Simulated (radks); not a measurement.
Spherical jellium clusters: N electrons in a uniform positive sphere of charge N and radius rs N^(1/3), rs = 3.69 bohr. Method: non-relativistic Kohn-Sham, LDA (Slater exchange, Perdew-Wang correlation), spin-polarised, spherical densities; computed with a radial shooting solver with Libxc functionals. Levels are named by radial order and angular momentum (1s, 1p, 1d, 2s, ...), and open shells are averaged over m.

N = 24, configuration 1s2 1p6 1d10 2s2 1f(up 4, down 0). This is the lowest configuration that the search found. Occupied and some empty levels:

level,occupation,eigenvalue (eV),<r> (bohr)
1s up,1,-5.7628,6.657
1s down,1,-5.6019,6.415
1p up,3,-4.9695,7.783
1p down,3,-4.7464,7.671
1d up,5,-3.9418,8.591
1d down,5,-3.6883,8.560
2s up,1,-3.3577,6.995
2s down,1,-3.2302,7.130
1f up,4,-2.7304,9.313
1f down,0,-2.4682,9.347
2p up,0,-2.0018,8.654
2p down,0,-1.8736,8.744
1g up,0,-1.3883,10.09
1g down,0,-1.1373,10.21
2d up,0,-0.80024,11.04
2d down,0,-0.68287,11.31

Energy (eV): total -43.6459, kinetic 48.769, external -1741.3, Hartree 859.18, exchange-correlation -93.879, background 883.54.

Electron density:

r (bohr),n(r) (e/bohr^3)
0.342,0.006491
1.20,0.006128
2.06,0.005496
2.92,0.004843
3.78,0.004424
4.64,0.004392
5.50,0.004711
6.36,0.005154
7.21,0.005376
8.07,0.005069
8.93,0.004155
9.79,0.002884
10.7,0.001687
11.5,0.0008576
12.4,0.0003981
13.2,0.0001739
14.1,0.00007303
14.9,0.00002982
15.8,0.00001209
16.7,4.799e-06
